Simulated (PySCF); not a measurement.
Geometries of 2 isomers of C2H7B2N, from PBE0-D3(BJ)/def2-SVP geometry optimisation, gas phase (PySCF). One conformer each, no zero-point energy, no frequencies.

**Question.** Which isomer lies lower at this level?
A.
```xyz
12
angstrom
B      0.274    1.635    0.586
N      0.015    0.279    0.210
B      1.093   -0.515   -0.302
C     -1.279   -0.256    0.451
C     -1.801   -1.349   -0.104
H     -0.594    2.261    1.147
H      1.351    2.117    0.346
H      2.137    0.028   -0.552
H      0.950   -1.703   -0.454
H     -1.871    0.344    1.148
H     -1.258   -1.963   -0.825
H     -2.813   -1.654    0.166
```
B.
```xyz
12
angstrom
B      2.523    0.236   -0.354
N      1.261   -0.383   -0.193
B      0.010    0.277    0.012
C     -1.314   -0.515    0.173
C     -2.487    0.112    0.356
H      3.505   -0.451   -0.521
H      2.593    1.441   -0.321
H      1.241   -1.399   -0.226
H      0.007    1.486    0.057
H     -1.324   -1.614    0.138
H     -3.435   -0.424    0.470
H     -2.537    1.206    0.399
```

**Answer.** B. That is `BNBC=C`, 18.8 kcal/mol below the other.

| SMILES | atoms numbered as above | E (Eh) | relative (kcal/mol) | relative (kJ/mol) | dipole (D) |
| --- | --- | --- | --- | --- | --- |
| BNBC=C | [BH2:1][NH:2][BH:3][CH:4]=[CH2:5] | -184.54711 | 0.0 | 0.0 | 1.93 |
| BN(B)C=C | [BH2:1][N:2]([BH2:3])[CH:4]=[CH2:5] | -184.51708 | 18.8 | 78.8 | 0.98 |

As drawn, the lower has an N–H bond, which the higher lacks.
